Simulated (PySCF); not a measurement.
Species: C₆H₈O.
Bonds: C1–C2 (double), C2–C3 (double), C3–C4 (double), C4–C5, C5–O6, O6–C7. Hydrogens: H8, H9 on C1; H10 on C4; H11, H12 on C5; H13, H14, H15 on C7.

The closed-shell SCF was solved with PySCF and density fitting under several settings on one GFN2-xTB geometry (grid level 2 and gas phase unless stated).

| settings | basis functions | SCF cycles | E (Eh) | HOMO (eV) | LUMO (eV) | dipole (D) |
| --- | --- | --- | --- | --- | --- | --- |
| PBE0/pcSseg-1 | 159 | 14 | -308.1527 | -6.87 | -1.50 | 1.47 |
| B3LYP/def2-SVPD | 207 | 14 | -308.3556 | -6.69 | -1.72 | 1.33 |

Task: Estimate the rows for these settings: (1) wB97X-D/def2-SVP, energy threshold 1e-06 Eh; (2) PBE0/6-31G; (3) PBE0/MINI, IEF-PCM methanol, fitting basis def2-universal-jkfit, level shift 0.2 Eh.

Result: 
```json
{"settings": "wB97X-D/def2-SVP, energy threshold 1e-06 Eh", "basis functions": "138", "SCF cycles": "8", "E (Eh)": "-308.2172", "HOMO (eV)": "-8.52", "LUMO (eV)": "0.32", "dipole (D)": "1.41"}
{"settings": "PBE0/6-31G", "basis functions": "79", "SCF cycles": "14", "E (Eh)": "-308.1005", "HOMO (eV)": "-6.61", "LUMO (eV)": "-1.12", "dipole (D)": "1.65"}
{"settings": "PBE0/MINI, IEF-PCM methanol, fitting basis def2-universal-jkfit, level shift 0.2 Eh", "basis functions": "43", "SCF cycles": "12", "E (Eh)": "-305.7034", "HOMO (eV)": "-8.19", "LUMO (eV)": "-3.80", "dipole (D)": "1.65"}
```

Task: Over all rows, what range does the HOMO–LUMO gap span?

Result: From 4.39 eV (PBE0/MINI, IEF-PCM methanol, fitting basis def2-universal-jkfit, level shift 0.2 Eh) to 8.84 eV (wB97X-D/def2-SVP, energy threshold 1e-06 Eh). The functional of the narrowest has 25 % exact exchange, that of the widest range-separated exact exchange.

Task: Compare two rows with the functional PBE0: PBE0/6-31G and PBE0/pcSseg-1. Which energy is lower, and by how much?

Result: PBE0/pcSseg-1 (159 functions) lies 0.0522 Eh or 33 kcal/mol below PBE0/6-31G (79 functions).

wB97X-D ran without the empirical dispersion term, which would shift the total energy alone. Cycle counts include a coarse-grid stage where the run had one. The species at its GFN2-xTB geometry (one conformer only).

The values belong to the conformer `[CH2:1]=[C:2]=[C:3]=[CH:4][CH2:5][O:6][CH3:7]`: C3–C4–C5–O6 -139°, C4–C5–O6–C7 -179°.
